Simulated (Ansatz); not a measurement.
Start from `[NH2][Al]([F])[Cl]` and change one element to get `[NH2][Ga]([F])[Cl]`.

Ansatz, PBE0-D4/def2-TZVP geometries, multiplicity 1. Each molecule was computed in one conformer, which needn't be the lowest.

Scalar relativity is left out up to krypton.

| property | `[NH2][Al]([F])[Cl]` |
| --- | --- |
| HOMO–LUMO gap (ωB97M-V/def2-TZVPP) / eV | 11.41 |
| HOMO energy (B3LYP/def2-TZVPP) / eV | -7.77 |
| HOMO energy (PBE0/def2-TZVPP) / eV | -8.03 |
| LUMO energy (PBE/def2-TZVPP) / eV | -1.47 |
| HOMO–LUMO gap (B3LYP/def2-TZVPP) / eV | 6.84 |
| zero-point energy (PBE0-D4/def2-TZVP) / kJ/mol | 79.0 |

(1) Give the same properties after the change, and the shifts. (An estimate is asked.)

Results:

(1) Computed: 
```json
{"property": "HOMO–LUMO gap (ωB97M-V/def2-TZVPP) / eV", "`[NH2][Ga]([F])[Cl]`": "11.36", "shift": "-0.05"}
{"property": "HOMO energy (B3LYP/def2-TZVPP) / eV", "`[NH2][Ga]([F])[Cl]`": "-7.93", "shift": "-0.16"}
{"property": "HOMO energy (PBE0/def2-TZVPP) / eV", "`[NH2][Ga]([F])[Cl]`": "-8.18", "shift": "-0.15"}
{"property": "LUMO energy (PBE/def2-TZVPP) / eV", "`[NH2][Ga]([F])[Cl]`": "-2.01", "shift": "-0.54"}
{"property": "HOMO–LUMO gap (B3LYP/def2-TZVPP) / eV", "`[NH2][Ga]([F])[Cl]`": "6.51", "shift": "-0.33"}
{"property": "zero-point energy (PBE0-D4/def2-TZVP) / kJ/mol", "`[NH2][Ga]([F])[Cl]`": "75.3", "shift": "-3.7"}
```

With PBE0 the HOMO falls by 0.15 eV and the LUMO falls by 0.43 eV, so the gap narrows by about 0.28 eV. PBE moves the HOMO by -0.15 eV and ωB97M-V by -0.14 eV.

B3LYP here is the variant with VWN-RPA as its local correlation; programs differ in this.
